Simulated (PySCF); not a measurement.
Ga(Cl)(Br)(OH) (BrClGaHO), SMILES [OH][Ga]([Cl])[Br]. Atoms are numbered in the order given.

```xyz
5

Ga     0.3292     0.4910     0.0000
Cl    -1.1469     2.0335     0.0000
Br    -0.2648    -1.6843     0.0000
O      2.0443     0.9119     0.0000
H      2.2060     1.8625     0.0000
```
Charge 0, spin multiplicity 1.

Coordinates come from a PBE0-D3(BJ)/def2-SVP optimisation. The structure was generated by enumeration; whether it is a known compound was not checked. Other conformers were not sampled.

Calculation: KT2/pcSseg-1 in PySCF.

GIAO shieldings, no solvent; atoms alike by connectivity are averaged. δ = σ(ref) − σ: ³⁵Cl against HCl (σ = 945.4 ppm); ¹⁷O against H2O (σ = 330.4 ppm); ¹H against TMS (σ = 31.47 ppm), references at their B3LYP-D3(BJ)/def2-TZVP geometries, non-relativistic (without spin–orbit terms, shifts of atoms bonded to Cl or Br come out too high).

```
nucleus  atoms  count  δ (ppm)
-------  -----  -----  -------
³⁵Cl       Cl2      1    117.4
¹⁷O         O4      1    118.8
¹H          H5      1     3.43
```
